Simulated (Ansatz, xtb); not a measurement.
Species: sum formula SiPH$_{4}$, charge 0, multiplicity 2. It need not be the lowest isomer of its formula. 
Structure (B3LYP-D3(BJ)/def2-TZVP (Ansatz, an electronic-structure program) minimum search):
```
Si
H 1 1.4808
H 1 1.4839 2 108.99
H 1 1.4839 2 108.99 3 -118.40
P 1 2.2606 2 109.00 3 120.80
H 5 1.4248 1 91.77 2 180.00
```
Charge 0, spin multiplicity 2.

Harmonic wavenumbers from GFN2-xTB (xtb, at its own minimum), cm⁻¹: 124, 451, 468, 496, 710, 761, 778, 792, 2230, 2239, 2275, 2301.

**Question.** Give the harmonic wavenumbers at B3LYP-D3(BJ)/def2-TZVP (Ansatz, finite differences of forces, unscaled).

**Answer.** 182, 441, 481, 492, 776, 905, 946, 951, 2209, 2215, 2236, 2356 cm⁻¹. Zero-point energy 20.3 kcal/mol.

**Question.** From these and the geometry, give the ideal-gas thermochemistry at 298.15 K and 1 atm (rigid rotor, harmonic oscillator).

**Answer.** Point group Cs, rotational symmetry number 1. Rotational constants 64.43, 5.748, 5.621 GHz. S(trans) 38.35, S(rot) 22.56, S(vib) 5.12, S(elec, spin only) 1.38, S 67.4 cal/(mol K). H(298) - H(0) 3.35 kcal/mol; G - E(el) 3.5 kcal/mol.
